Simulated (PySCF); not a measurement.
Species: B₂Br₂FH₅P₂.
Structure used (PBE0-D3(BJ)/def2-SVP), in Å, numbered top down from 1:
```
atom  x, y, z in Å
F1    -1.521    1.383   -1.536
B2    -0.896    0.749   -0.521
Br3   -1.710    0.969    1.292
P4     1.095    1.005   -0.292
B5     1.295   -0.919    0.146
Br6    2.856   -1.865   -0.606
P7    -0.464   -1.214   -0.720
H8     1.760    1.349   -1.494
H9     1.561    1.977    0.623
H10    1.134   -1.037    1.341
H11   -1.355   -2.168   -0.177
H12   -0.333   -1.626   -2.069
```

Method: core-valence-separated Tamm–Dancoff BHandHLYP/aug-pcX-1 (pcseg-1 on H, def2-SVPD on P, def2-SVPD on Br) in PySCF, non-relativistic, gas phase, PBE0-D3(BJ)/def2-SVP geometry. The energies are unshifted.

The lowest roots of each edge with f over 0.003 (five at most, numbered afresh; weaker and dark ones are left out), with transition dipoles (au) in the frame of the coordinates:

```csv
root,edge,E (eV),μx,μy,μz
1,F,685.28,-0.0147,0.0106,-0.0016
2,F,686.56,0.0046,-0.0073,0.0213
3,F,686.65,0.0146,0.0203,0.0043
4,F,687.40,0.0056,-0.0016,-0.0128
5,B,189.71,-0.0456,0.0261,0.0331
6,B,189.94,-0.0621,0.0502,-0.0358
7,B,190.44,-0.0688,-0.0982,-0.0189
8,B,191.08,-0.0323,0.0186,0.0199
9,B,191.33,0.0198,0.0009,-0.0764
```

Task: What are the oscillator strengths?

Result: f = (2/3) ΔE |μ|², with ΔE in hartree (27.2114 eV):

```tsv
root	ΔE (Eh)	|μ|² (au)	f	core hole on
1	25.1837	0.000331	0.006	F1
2	25.2305	0.000528	0.009	F1
3	25.2341	0.000644	0.011	F1
4	25.2615	0.000198	0.003	F1
5	6.9715	0.003856	0.018	B5
6	6.9803	0.007658	0.036	B5
7	6.9987	0.014734	0.069	B5
8	7.0219	0.001785	0.008	B5
9	7.0311	0.006230	0.029	B2
```

Task: Molecules are fixed in this frame and the field points along y. What effective strengths 3 f cos²θ do the roots have (θ between field and μ)?

Result: root 1 (F1): 0.006, root 2 (F1): 0.003, root 3 (F1): 0.021, root 4 (F1): 0.000, root 5 (B5): 0.010, root 6 (B5): 0.035, root 7 (B5): 0.135, root 8 (B5): 0.005, root 9 (B2): 0.000. Root 7 is the strongest. Averaged over all orientations cos²θ is 1/3, which gives f back.

 Relativistic effects, spin–orbit coupling among them, are left out although an element past zinc is present.

Rough CPU time on one thread of a shared machine: about 70 s.

One conformer stands for the species.
